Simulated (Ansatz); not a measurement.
`N[CH2][GeH2][SiH3]` + `O[SiH](O)F` → `NCO[SiH](O)F` + `[SiH3][GeH3]`  (substitution at a C–Ge bond)

Calculated with Ansatz (gas phase, PBE0-D4/def2-TZVP geometries, no zero-point term in ΔE). CCSD(T)/CBS is the MP2 limit (def2-TZVPP, def2-QZVPP) plus CCSD(T) − MP2 in def2-TZVPP, frozen cores. This one scheme is used for every species. Functionals use def2-TZVPP. B3LYP here is the variant with VWN-RPA as its local correlation; programs differ in this. For Ge outer-core shells are correlated without core-valence functions, which leaves a few kJ/mol of doubt a bond. Scalar relativity is left out up to krypton. Each species was taken in one conformer, which may not be the lowest.

| level | ΔE (kJ/mol) | difference from CCSD(T)/CBS |
| --- | --- | --- |
| PBE-D4 | 31.0 | -8.1 |
| r2SCAN-D4 | 29.0 | -10.1 |
| PBE0-D4 | 32.0 | -7.1 |
| B3LYP-D4 | 28.3 | -10.8 |
| ωB97X-V | 28.1 | -11.0 |
| ωB97M-V | 32.2 | -6.9 |
| B2PLYP | 30.5 | -8.6 |
| PBE | 28.9 | -10.2 |
| r2SCAN | 28.6 | -10.5 |
| PBE0 | 30.1 | -9.0 |
| B3LYP | 24.7 | -14.4 |
| HF/def2-TZVPP | 17.1 | -22.0 |
| MP2/def2-TZVPP | 44.1 | 5.0 |
| SCS-MP2/def2-TZVPP | 37.7 | -1.4 |
| CCSD/def2-TZVPP | 34.9 | -4.2 |
| CCSD(T)/def2-TZVPP | 36.0 | -3.1 |
| HF/def2-QZVPP | 15.7 | -23.4 |
| MP2/def2-QZVPP | 45.4 | 6.3 |
| SCS-MP2/def2-QZVPP | 39.0 | -0.1 |
| HF/CBS(def2) | 15.6 | -23.5 |
| MP2/CBS(def2) | 47.2 | 8.1 |
| CCSD/CBS(def2) | 38.0 | -1.1 |
| CCSD(T)/CBS | 39.1 | 0 |

Largest T1 diagnostic among the species: 0.012.

In def2-TZVPP, CCSD(T) changes the Hartree–Fock value by +18.9 kJ/mol (the triples alone add +1.1 kJ/mol) and MP2 by +27.0 kJ/mol. The D4 term adds +3.6 kJ/mol with B3LYP and +1.9 kJ/mol with PBE0; it sums over pairs of atoms, weighted by their polarisabilities, and B3LYP, whose exchange is more repulsive, gets the larger term.
